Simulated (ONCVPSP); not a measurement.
## What one change does to a pseudopotential (molybdenum (Mo), ONCV)

ONCVPSP 4.0.1 input, shortened (lines: element, Z, core and valence counts, functional; n l f; lmax; l rc ep ncon nbas qcut; lloc lpopt rc5 dvloc0; l nproj debl; icmod fcfact rcfact), PBE, scalar-relativistic:

```
  Mo 42.00    6    4        4      upf
    1    0    2.00
    2    0    2.00
    2    1    6.00
    3    0    2.00
    3    1    6.00
    3    2   10.00
    4    0    2.00
    4    1    6.00
    4    2    4.00
    5    0    2.00
    3
    0    1.75    0.00    3    8    6.40
    1    1.40    0.00    4    8    5.10
    2    1.90    0.00    3    7    9.10
    3    1.40    0.27    4    8    8.90
    4    3    1.05    4.00
    0    2    0.80
    1    2    3.40
    2    2    1.10
    3    3    0.50
    4    0.40    0.00
```

All-electron outer shells of the reference configuration (PBE, scalar-relativistic, ld1.x):

```json
{"shell": "3d", "level (eV)": "-223.96", "outermost node (bohr)": "–", "outermost maximum (bohr)": "0.32"}
{"shell": "4s", "level (eV)": "-67.10", "outermost node (bohr)": "0.51", "outermost maximum (bohr)": "0.99"}
{"shell": "4p", "level (eV)": "-41.09", "outermost node (bohr)": "0.52", "outermost maximum (bohr)": "1.06"}
{"shell": "4d", "level (eV)": "-5.65", "outermost node (bohr)": "0.53", "outermost maximum (bohr)": "1.35"}
{"shell": "5s", "level (eV)": "-4.88", "outermost node (bohr)": "1.33", "outermost maximum (bohr)": "2.86"}
```

Change: d: rc 2.48.

Cutoffs: the cutoffs (Ha) at which the residual kinetic energy of the hardest occupied pseudo-wave falls to 1 and 0.1 mHa per electron; they do not see the model core or the augmentation charge, which bear on the density cutoff. Errors are all-electron minus pseudo energies relative to the spin-unpolarised reference configuration.

Q: Predict the effect on cutoff, ghosts and configuration errors.

A: The potential gets neither clearly harder nor softer (51 Ha and 101 Ha → 51 Ha and 101 Ha); the p channel sets the loose cutoff, while the largest relative change is in d, which becomes softer; of the 4 tests that both files solve, the error grows in 0 and shrinks in 2 by more than 15 % and 0.3 meV (median size 6.6 → 1.8 meV); neither file shows a bound ghost.

```tsv
quantity	base	changed
cutoff, loose	51 Ha	51 Ha
cutoff, tight	101 Ha	101 Ha
loose cutoff by channel	s 14 Ha, p 51 Ha, d 20 Ha	s 14 Ha, p 51 Ha, d 16 Ha
bound ghosts	none	none
GHOST(+) flags under 300 eV	f at 44.7 eV	f at 44.7 eV
error for 4s2 4p6 4d5 5s1, meV [ΔE -0.20 eV]	-5.0	-0.7
error for 4s2 4p6 4d5 5s0, meV [ΔE 6.69 eV]	-11	-2.8
error for 4s2 4p6 4d4 5s0, meV [ΔE 22.15 eV]	-8.3	-8.3
error for 4s2 4p6 4d4 5s1 5p1, meV [ΔE 3.54 eV]	-0.7	-0.7
s: phases at 1.77 bohr within 0.05 rad from the reference energy up to (Ha; the scan ends near 5)	to the end of the scan	to the end of the scan
p: phases at 1.42 bohr within 0.05 rad from the reference energy up to (Ha; the scan ends near 5)	to the end of the scan	to the end of the scan
f: phases at 1.42 bohr within 0.05 rad from the reference energy up to (Ha; the scan ends near 5)	to the end of the scan	to the end of the scan
rms error of d²Exc/dni dnj with the model core, mHa	0.34	0.40
```
